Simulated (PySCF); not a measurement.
## Sc³⁺ (scandium, charge +3) across methods

[Ar], closed-shell 1S. All numbers are calculated (PySCF 2.14, no relativity, point nucleus, in dyall-av2z).

```
method  E (hartree)  mean ε 2p (eV)  mean ε 3s (eV)  mean ε 3p (eV)  Σ⟨r²⟩ (bohr²)   ⟨S²⟩
B2PLYP     -758.781         -441.74         -94.070         -69.588          12.59  0.000
r2SCAN     -758.945         -425.34         -87.629         -65.408          12.55  0.000
  PW91     -758.975         -421.21         -85.854         -64.676          12.56  0.000
   LDA     -757.014         -420.78         -85.573         -64.630          12.59  0.000
 TPSSh     -759.000         -425.68         -88.127         -65.864          12.55  0.000
   UHF   -758.20817         -459.45         -101.07         -73.610          12.61  0.000
   PBE     -758.740         -420.88         -85.796         -64.586          12.57  0.000
 wB97X     -759.002         -430.98         -92.254         -69.672          12.52  0.000
```

**Question.** Estimate the same row for PBE0.

**Answer.** E (hartree) = -758.794; mean ε 2p (eV) = -430.83; mean ε 3s (eV) = -89.960; mean ε 3p (eV) = -67.178; Σ⟨r²⟩ (bohr²) = 12.56; ⟨S²⟩ = 0.000.
